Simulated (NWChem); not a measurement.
System: CHCl3OSi; SMILES Cl[Si](Cl)(Cl)C=O

Here is an NWChem input.

```
start job
memory heap 200 mb stack 900 mb global 1100 mb
geometry units angstroms noautosym nocenter noautoz
  O     -1.557268     2.170605     0.707055
  C     -1.477245     1.247675    -0.073432
  Si    -0.048910    -0.065037     0.001854
  Cl     1.227654     0.366081     1.551765
  Cl     0.954373    -0.021095    -1.805396
  Cl    -0.907265    -1.928378     0.258431
  H     -2.239802     1.094459    -0.902640
end
basis spherical
  * library 6-31g*
end
dft
  xc m06-2x
  iterations 150
end
cosmo
  do_cosmo_smd true
  solvent anisole
end
task dft energy
```

Parts of the log:

```
             Northwest Computational Chemistry Package (NWChem) 7.3.0
             --------------------------------------------------------

                             Geometry "geometry" -> ""
                             -------------------------

 Output coordinates in angstroms (scale by  1.889725989 to convert to a.u.)

  No.       Tag          Charge          X              Y              Z
 ---- ---------------- ---------- -------------- -------------- --------------
    1 O                    8.0000    -1.55726800     2.17060500     0.70705500
    2 C                    6.0000    -1.47724500     1.24767500    -0.07343200
    3 Si                  14.0000    -0.04891000    -0.06503700     0.00185400
    4 Cl                  17.0000     1.22765400     0.36608100     1.55176500
    5 Cl                  17.0000     0.95437300    -0.02109500    -1.80539600
    6 Cl                  17.0000    -0.90726500    -1.92837800     0.25843100
    7 H                    1.0000    -2.23980200     1.09445900    -0.90264000

 Effective nuclear repulsion energy (a.u.)     504.0049646331

                                 NWChem DFT Module
                                 -----------------

 Summary of "ao basis" -> "ao basis" (spherical)
 ------------------------------------------------------------------------------
       Tag                 Description            Shells   Functions and Types
 ---------------- ------------------------------  ------  ---------------------
 O                           6-31g*                  6       14   3s2p1d
 C                           6-31g*                  6       14   3s2p1d
 Si                          6-31g*                  8       18   4s3p1d
 Cl                          6-31g*                  8       18   4s3p1d
 H                           6-31g*                  2        2   2s

 in cosmo_initialize ...
 calling solv_data for solv:anisole

 solvent parameters
 solvname_short: anisole
 solvname_long:  anisole
 dielec:        4.2247
 dielecinf:     2.3025
 nonaqueous SMD model solvent descriptors
 dielec:        4.2247
 sola:          0.0000
 solb:          0.2900
 solc:          0.7500
 solg:         50.5200
 solh:          0.0000
 soln:          1.5174

          ---------------
          -cosmo- solvent
          ---------------
 Cosmo: York-Karplus, doi: 10.1021/jp992097l
 dielectric constant -eps-     =   4.22
 screen = (eps-1)/(eps    )    =   0.76330
 surface charge correction     = lagrangian

   van der Waals surface
 --------------------------

 ---------- ATOMIC COORDINATES (A.U.) ------------ VDWR(ANG.) --
     1   -2.94280981    4.10184868    1.33614021     2.294
     2   -2.79158827    2.35776387   -0.13876636     1.850
     3   -0.09242650   -0.12290211    0.00350355     2.470
     4    2.31992967    0.69179278    2.93241065     2.380
     5    1.80350346   -0.03986377   -3.41170374     2.380
     6   -1.71448225   -3.64410602    0.48836378     2.380
     7   -4.23261205    2.06822762   -1.70574227     1.200
 number of segments per atom =        128
 number of   points per atom =        128
 atom (   nspa,  nppa )
 ----------------------
    1 (     89,     0 )       0
    2 (     18,     0 )       0
    3 (     15,     0 )       0
    4 (     80,     0 )       0
    5 (     89,     0 )       0
    6 (     90,     0 )       0
    7 (     54,     0 )       0
 number of -cosmo- surface points =      435
 molecular surface =    195.397 angstrom**2
 molecular volume  =    201.342 angstrom**3
 -lineq- algorithm             =   0
 -bem- low  level              =   3
 -bem- from -octahedral-
 gaussian surface charge width =   4.50000
 degree of switching           =   1.00000
 switching function tolerance  =   0.00010
 atomic radii =
 --------------
    1  8.000  2.294
    2  6.000  1.850
    3 14.000  2.470
    4 17.000  2.380
    5 17.000  2.380
    6 17.000  2.380
    7  1.000  1.200
 ...... end of -cosmo- initialization ......

 nat:                     7
 ixmem:                  2814
 calling mnsol_interface()
 G(SMD-CDS) energy (kcal/mol)  =    -2.576
 SMD-CDS SASA (angstrom**2)    =   172.217

[...]

                                COSMO-SMD solvation results
                                ---------------------------

             internal energy in gas <Psi(g)|H|Psi(g)> =     -1783.946368791144
         internal energy in solvent <Psi(s)|H|Psi(s)> =     -1783.945738124163
                               delta internal energy  =         0.000630666980 (    0.40 kcal/mol)
   total free energy in solvent <Psi(s)|H+V/2|Psi(s)> =     -1783.950821747739
 polarization energy contribution <Psi(s)|V/2|Psi(s)> =        -0.005083623575 (   -3.19 kcal/mol)
    total free energy in solvent including G(SMD-CDS) =     -1783.954926690058
                       G(SMD-CDS) energy contribution =        -0.004104942319 (   -2.58 kcal/mol)
     1 M fixed-concentration free energy of solvation =        -0.008557898914 (   -5.37 kcal/mol)

                       DFT Final Molecular Orbital Analysis
                       ------------------------------------

 Vector   38  Occ=2.000000D+00  E=-4.117708D-01
              MO Center=  9.6D-02, -7.4D-01, -4.6D-01, r^2= 4.7D+00
   Bfn.  Coefficient  Atom+Function         Bfn.  Coefficient  Atom+Function
  ----- ------------  ---------------      ----- ------------  ---------------
    89      0.466949  6 Cl px                72      0.412846  5 Cl py
    93      0.254536  6 Cl px                73     -0.218622  5 Cl pz
    76      0.217595  5 Cl py                85     -0.179771  6 Cl px
    68     -0.158798  5 Cl py                54      0.152083  4 Cl py
    55     -0.151100  4 Cl pz                53      0.136120  4 Cl px

 Vector   39  Occ=2.000000D+00  E=-3.991093D-01
              MO Center=  4.0D-01, -5.4D-01, -3.5D-02, r^2= 5.0D+00
   Bfn.  Coefficient  Atom+Function         Bfn.  Coefficient  Atom+Function
  ----- ------------  ---------------      ----- ------------  ---------------
    91      0.440423  6 Cl pz                72     -0.307069  5 Cl py
    71     -0.279041  5 Cl px                55     -0.262059  4 Cl pz
    54      0.242276  4 Cl py                95      0.239291  6 Cl pz
    53      0.236260  4 Cl px                87     -0.169145  6 Cl pz
    76     -0.166660  5 Cl py                73     -0.156470  5 Cl pz

 Vector   40  Occ=2.000000D+00  E=-3.315750D-01
              MO Center= -1.2D+00,  1.3D+00,  1.7D-01, r^2= 3.2D+00
   Bfn.  Coefficient  Atom+Function         Bfn.  Coefficient  Atom+Function
  ----- ------------  ---------------      ----- ------------  ---------------
     3      0.404723  1 O  px                 7      0.315505  1 O  px
    34     -0.234354  3 Si s                102      0.230912  7 H  s
    35      0.207052  3 Si px                 5      0.203244  1 O  pz
    36     -0.202181  3 Si py                17     -0.194297  2 C  px
   101      0.184997  7 H  s                  4     -0.175109  1 O  py

 Vector   41  Occ=0.000000D+00  E=-3.777813D-02
              MO Center= -1.1D+00,  1.1D+00,  1.3D-01, r^2= 3.0D+00
   Bfn.  Coefficient  Atom+Function         Bfn.  Coefficient  Atom+Function
  ----- ------------  ---------------      ----- ------------  ---------------
    41      0.315854  3 Si pz                40     -0.291005  3 Si py
    39     -0.284329  3 Si px                 9     -0.251822  1 O  pz
    23      0.247303  2 C  pz                74      0.246788  5 Cl s
    92     -0.246570  6 Cl s                  5     -0.237867  1 O  pz
     8      0.232669  1 O  py                19      0.229391  2 C  pz

 Vector   42  Occ=0.000000D+00  E= 9.153963D-03
              MO Center=  3.5D-01, -4.5D-01,  1.3D-02, r^2= 4.2D+00
   Bfn.  Coefficient  Atom+Function         Bfn.  Coefficient  Atom+Function
  ----- ------------  ---------------      ----- ------------  ---------------
    38      1.233144  3 Si s                 34      0.660405  3 Si s
    56     -0.455044  4 Cl s                 74     -0.439552  5 Cl s
    77     -0.437828  5 Cl pz                92     -0.439691  6 Cl s
    39      0.383892  3 Si px                59      0.380187  4 Cl pz
    40     -0.351105  3 Si py                94     -0.350056  6 Cl py

 Vector   43  Occ=0.000000D+00  E= 4.108924D-02
              MO Center= -2.3D-01,  6.9D-02, -3.2D-02, r^2= 4.4D+00
   Bfn.  Coefficient  Atom+Function         Bfn.  Coefficient  Atom+Function
  ----- ------------  ---------------      ----- ------------  ---------------
    41      1.024715  3 Si pz                56     -0.748208  4 Cl s
    40      0.682748  3 Si py                37      0.452089  3 Si pz
    39      0.434702  3 Si px                74      0.389747  5 Cl s
    92      0.388845  6 Cl s                 57      0.380896  4 Cl px
    59      0.333190  4 Cl pz                75     -0.305996  5 Cl px

     Multipole analysis of the density
     ---------------------------------

     L   x y z        total         alpha         beta         nuclear
     -   - - -        -----         -----         ----         -------
     0   0 0 0     -0.000000    -40.000000    -40.000000     80.000000

     1   1 0 0     -0.434461      2.215982      2.215982     -4.866426
     1   0 1 0     -0.210545      1.673747      1.673747     -3.558038
     1   0 0 1     -0.587040     -4.470536     -4.470536      8.354033

     2   2 0 0    -45.248150   -188.041046   -188.041046    330.833941
     2   1 1 0      0.837331      6.609157      6.609157    -12.380982
     2   1 0 1      2.120509     13.610794     13.610794    -25.101078
     2   0 2 0    -50.201920   -228.280517   -228.280517    406.359114
     2   0 1 1     -2.397291    -23.645028    -23.645028     44.892765
     2   0 0 2    -47.258799   -206.339772   -206.339772    365.420745
```

Level: M06-2X/6-31G* (spherical d), SMD on the gas-phase geometry. Coordinates come from a PBE-D3(BJ)/def2-SVP optimisation. Solvent: anisole.
